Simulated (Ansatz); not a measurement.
# Abstraction of H: CH6GeS + Si(CC)F3 → CH5GeS + C2HF3Si

Gas-phase species: CH6GeS `C[S][GeH3]`, singlet; Si(CC)F3, doublet; CH5GeS `C[S][GeH2]`, doublet; C2HF3Si `C#C[Si](F)(F)F`, singlet. A radical takes H: the energy is the difference in strength between the Ge–H bond broken and the C–H bond made.

Shapes, held fixed at every level: PBE0-D4/def2-TZVP. Flexible molecules stand in one conformer, not always the lowest. Programs: Ansatz 0.2.0. The zero-point and thermal change to 298 K, harmonic and unscaled (PBE0-D4/def2-TZVP), is +6.1 kJ/mol.

**Question.** Estimate ΔH(298 K) of this reaction.

**Answer.** B2PLYP/def2-TZVPP gives ΔH(298 K) = -226.0 kJ/mol; the levels span -231.3 to -152.5. The median of the levels is -220.2. No measured value is set beside it here. Spin contamination: Si(CC)F3 (⟨S²⟩ up to 1.18). Open shells run unrestricted. Relativity is left out for Ge. Outer-core shells of Ge are correlated, in sets that cover them unevenly. Times are processor times on shared x86 and Arm servers, and rough.

| level | kind | ΔH(298 K) (kJ/mol) | CPU time (sum over the molecules) |
| --- | --- | --- | --- |
| HF/def2-SVP | Hartree–Fock | -152.5 | – |
| PBE-D4/def2-TZVPP | GGA | -231.3 | 35 s |
| r2SCAN-D4/def2-TZVPP | meta-GGA | -215.6 | 63 s |
| BHLYP-D4/def2-TZVPP | global hybrid | -220.2 | 46 s |
| r2SCAN0-D4/def2-TZVPP | global hybrid | -212.3 | 71 s |
| wB97M-V/def2-TZVPP | range-separated hybrid | -230.1 | 3.5 min |
| B2PLYP/def2-TZVPP | double hybrid | -226.0 | 71 s |
